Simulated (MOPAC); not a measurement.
MOPAC input (MNDO):

```
MNDO 1SCF CHARGE=-1 GEO-OK AUX(PRECISION=9) THREADS=1
C2HO

C     1.18542969 1   -0.38450131 1   -0.18488548 1
C     0.01177011 1    0.02005974 1    0.00595913 1
O    -1.17207120 1    0.27784900 1    0.14939956 1
H     2.19337076 1   -0.03614256 1   -0.12163843 1
```

Output:

```
 *******************************************************************************
 **                                                                           **
 **                              MOPAC v23.2.5                                **
 **                                                                           **
 *******************************************************************************
 ** MOPAC's Digital Object Identifier: https://doi.org/10.5281/zenodo.6511958 **
 **                                                                           **
 ** Please cite the open-source release paper for use of this MOPAC version:  **
 ** J. E. Moussa and J. J. P. Stewart (2026)                                  **
 ** MOPAC: An open-source semiempirical molecular orbital program             **
 ** J. Open Source Softw., 11(119), 8025, https://doi.org/10.21105/joss.08025 **
 *******************************************************************************

                              MNDO CALCULATION RESULTS

 *******************************************************************************
 *  MNDO       - The MNDO Hamiltonian to be used
 *  GEO-OK     - OVERRIDE INTERATOMIC DISTANCE AND OTHER SAFETY CHECKS
 *
 *
 *
 *                 CHARGE ON SYSTEM = -1
 *
 *
 *
 *  1SCF       - DO 1 SCF AND THEN STOP
 *  AUX        - OUTPUT AUXILIARY INFORMATION
 *******************************************************************************
MNDO 1SCF CHARGE=-1 GEO-OK AUX(PRECISION=9) THREADS=1
 C2HO

   ATOM   CHEMICAL          X               Y               Z
  NUMBER   SYMBOL      (ANGSTROMS)     (ANGSTROMS)     (ANGSTROMS)

     1       C          1.18542969  *  -0.38450131  *  -0.18488548  *
     2       C          0.01177011  *   0.02005974  *   0.00595913  *
     3       O         -1.17207120  *   0.27784900  *   0.14939956  *
     4       H          2.19337076  *  -0.03614256  *  -0.12163843  *

          CARTESIAN COORDINATES

    NO.       ATOM           X           Y           Z

     1         C          1.1854     -0.3845     -0.1849
     2         C          0.0118      0.0201      0.0060
     3         O         -1.1721      0.2778      0.1494
     4         H          2.1934     -0.0361     -0.1216

  H: (MNDO): M.J.S. DEWAR, W. THIEL, J. AM. CHEM. SOC., 99, 4899, (1977)
  C: (MNDO): M.J.S. DEWAR, W. THIEL, J. AM. CHEM. SOC., 99, 4899, (1977)
  O: (MNDO): M.J.S. DEWAR, W. THIEL, J. AM. CHEM. SOC., 99, 4899, (1977)

           Empirical Formula: C2 H O  =     4 atoms

      MOLECULAR POINT GROUP   :   Cs

      RHF CALCULATION, NO. OF DOUBLY OCCUPIED LEVELS = 8

 -------------------------------------------------------------------------------
 MNDO 1SCF CHARGE=-1 GEO-OK AUX(PRECISION=9) THREADS=1
 C2HO

     1SCF WAS SPECIFIED, SO BFGS WAS NOT USED
     SCF FIELD WAS ACHIEVED

                              MNDO CALCULATION
                                                       MOPAC v23.2.5 Linux

          FINAL HEAT OF FORMATION =          8.15881 KCAL/MOL =      34.13648 KJ/MOL

          COSMO AREA              =         74.88 SQUARE ANGSTROMS
          COSMO VOLUME            =         56.64 CUBIC ANGSTROMS

          IONIZATION POTENTIAL    =          1.884552 EV
          HOMO LUMO ENERGIES (EV) =         -1.885  8.582
          NO. OF FILLED LEVELS    =          8
          MOLECULAR WEIGHT        =         41.0293         POINT GROUP:  Cs

          MOLECULAR DIMENSIONS (Angstroms)

            Atom       Atom       Distance
            H     4    O     3     3.39091
            O     3    C     1     0.46240
            C     2    C     1     0.00000

          SCF CALCULATIONS        =          1

   ATOM   CHEMICAL          X               Y               Z
  NUMBER   SYMBOL      (ANGSTROMS)     (ANGSTROMS)     (ANGSTROMS)

     1       C          1.18542969  *  -0.38450131  *  -0.18488548  *
     2       C          0.01177011  *   0.02005974  *   0.00595913  *
     3       O         -1.17207120  *   0.27784900  *   0.14939956  *
     4       H          2.19337076  *  -0.03614256  *  -0.12163843  *

                             CARTESIAN COORDINATES

   1    C        1.185429690    -0.384501310    -0.184885480
   2    C        0.011770110     0.020059740     0.005959130
   3    O       -1.172071200     0.277849000     0.149399560
   4    H        2.193370760    -0.036142560    -0.121638430

           Empirical Formula: C2 H O  =     4 atoms

      MOLECULAR POINT GROUP   :   Cs

                  EIGENVALUES
 -35.11103 -25.01320 -12.25437  -9.13385  -7.63852  -7.48974  -2.01986  -1.88455
   8.58212   9.05482  11.50908  12.98549  15.57794

              NET ATOMIC CHARGES AND DIPOLE CONTRIBUTIONS

  ATOM NO.   TYPE          CHARGE      No. of ELECS.   s-Pop       p-Pop
    1          C          -0.705500        4.7055     1.27427     3.43123
    2          C           0.141061        3.8589     1.20305     2.65589
    3          O          -0.520424        6.5204     1.87877     4.64166
    4          H           0.084862        0.9151     0.91514
 DIPOLE           X         Y         Z       TOTAL
 POINT-CHG.    -0.438     0.611     0.221     0.784
 HYBRID         0.379     0.480     0.138     0.627
 SUM           -0.060     1.091     0.359     1.150

          ATOMIC ORBITAL ELECTRON POPULATIONS

     Atom    s        px        py        pz
    1  C   1.27427   0.84891   1.30496   1.27737
    2  C   1.20305   0.88651   0.83878   0.93061
    3  O   1.87877   1.18999   1.68680   1.76487
    4  H   0.91514

 **********************
 *                    *
 * JOB ENDED NORMALLY *
 *                    *
 **********************

 == MOPAC DONE ==
```

The dipole moment of an ion depends on the origin.

The geometry given is a B3LYP-D3(BJ)/def2-TZVP minimum.
